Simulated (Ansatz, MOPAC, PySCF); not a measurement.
Pair of molecules: GeH4 (SMILES [GeH4]) (first 5 atoms) with GeH4 (SMILES [GeH4]); geometry from B3LYP-D3(BJ)/def2-TZVP.
(charge 0, multiplicity 1):
```xyz
10

Ge     0.1062     0.0277     0.0037
H     -0.2452     1.4544     0.4496
H     -1.0035    -0.9338     0.4526
H      1.4344    -0.3935     0.6489
H      0.2396    -0.0169    -1.5257
Ge    -0.1062    -0.0278     4.0963
H      0.3029    -1.4311     3.6268
H     -1.4480     0.3520     3.4535
H      0.9659     0.9848     3.6686
H     -0.2462    -0.0156     5.6257
```

Counterpoise-corrected where a basis set is named; no monomer relaxation.

Frozen-core correlation. Filled d and f shells under p-block atoms count as core. Rows in 6-31G* carry no dispersion term and start afresh at each structure (6-31G* with six Cartesian d functions); the Pople sets are all-electron and without relativity. The state that PM6 reach isn't checked.

Programs: Ansatz (Gaussian basis) for Hartree–Fock, density functionals and correlated methods; MOPAC for PM6 (differences of heats of formation); PySCF for 6-31G* rows. 

**Question.** One of these levels gives -4.5 kJ/mol for the interaction energy. Name it.
(A) PM6
(B) SCS-MP2/aug-cc-pVDZ
(C) B3LYP/6-31G*

**Answer.** A, PM6. The others give 3.8 (B3LYP/6-31G*), -0.3 (SCS-MP2/aug-cc-pVDZ)

Ansatz is a first-principles code.
